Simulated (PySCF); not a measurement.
Identify the unknown among the candidates.

All candidates are C8H10S.

| technique | computed result |
| --- | --- |
| Rotational structure | rotational constants A, B, C: 2.210, 1.073, 0.730 GHz [PBE0-D3(BJ)/def2-SVP] |
| UV, first state | lowest singlet excitation: 4.81 eV (258 nm, f = 0.008) [TDDFT B3LYP/def2-SVPD] |
| Dipole | 1.29 D [B3LYP/def2-SVPD] |
| Polarisability | 118.4 au [B3LYP/def2-SVPD] |

The electronic properties come from PySCF, for the isolated species, density fitting. Levels stand in brackets. Isolated species at its PBE0-D3(BJ)/def2-SVP geometry (one conformer only).

**Question.** Which candidate is it?
A. `Cc1ccc(S)cc1C`
B. `Cc1ccc(C)c(S)c1`
C. `C=C1C=C(C)/C1=C/SC`

**Answer.** B. It is `Cc1ccc(C)c(S)c1`. Numbering: `[CH3:1][c:2]1[cH:3][cH:4][c:5]([CH3:6])[c:7]([SH:8])[cH:9]1`. Its formula, C8H10S, gives 4 degrees of unsaturation: 1 ring and 3 π bonds in the structure found (Kekulé form). By its constants the optimised geometry is an asymmetric top.

The others, at the same levels:
- `Cc1ccc(S)cc1C` fails: its computed lowest singlet excitation is 4.65 eV (267 nm, f = 0.013) (against 4.81 eV), rotational constant A is 2.934 GHz (against 2.210 GHz) and smallest rotational constant is 0.677 GHz (against 0.730 GHz).
- `C=C1C=C(C)/C1=C/SC` fails: its computed lowest singlet excitation is 3.93 eV (315 nm, f = 0.048) (against 4.81 eV), static isotropic polarisability is 130.1 au (against 118.4 au) and smallest rotational constant is 0.627 GHz (against 0.730 GHz).

Each candidate is one conformer, not necessarily the lowest. Dipoles, sizes and rotational constants follow the conformer. The torsions of the flexible species, by atom-mapped SMILES:
- `[CH3:1][c:2]1[cH:3][cH:4][c:5]([CH3:6])[c:7]([SH:8])[cH:9]1`: H–S8–C7–C5 -41°
- `[CH3:1][c:2]1[cH:3][cH:4][c:5]([SH:6])[cH:7][c:8]1[CH3:9]`: H–S6–C5–C4 0°
- `[CH2:1]=[C:2]1[CH:3]=[C:4]([CH3:5])/[C:6]1=[CH:7]/[S:8][CH3:9]`: C6–C7–S8–C9 178°
